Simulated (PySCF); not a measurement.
Exercise with solution: entropy of an ideal gas

GeO3, SMILES [O]1[Ge]([O]1)=[O].

Geometry optimised at PBE0-D3(BJ)/def2-SVP.

PBE0-D3(BJ)/def2-SVP in PySCF gives the harmonic wavenumbers 199, 203, 597, 662, 861, 1048 cm⁻¹ and the rotational temperatures 1.1883, 0.2102, 0.1786 K. The molar mass is 120.63 g/mol, the symmetry number 2, the spin multiplicity 1.

**Question.** Work out the entropy at 298.15 K and 1 atm in the rigid-rotor, harmonic-oscillator model.

**Answer.** 
Translation (Sackur–Tetrode at 1 atm): S = R[1.5 ln M + 2.5 ln T − 1.16487] = 168.5 J/(mol K).
Rotation: q = (√π/σ) T^1.5/√(θA θB θC) = 21600, S = R[ln q + 3/2] = 95.5 J/(mol K).
Vibration: with u = 1.4388 ν/T, each mode gives R[u/(e^u − 1) − ln(1 − e^−u)]:
```csv
ν (cm⁻¹),modes,u,S (J/(mol K))
199,1,0.96,8.96
203,1,0.98,8.81
597,1,2.88,1.90
662,1,3.19,1.48
861,1,4.15,0.68
1048,1,5.06,0.32
```
These are all the modes. Sum 22.2 J/(mol K).
Spin: R ln 1 = 0.0 J/(mol K).
Total 286.1 J/(mol K); the program's own thermochemistry gives 286.1. Translation makes up 59 % and vibration 8 %. Anharmonicity, hindered rotation and orbital degeneracy are left out.
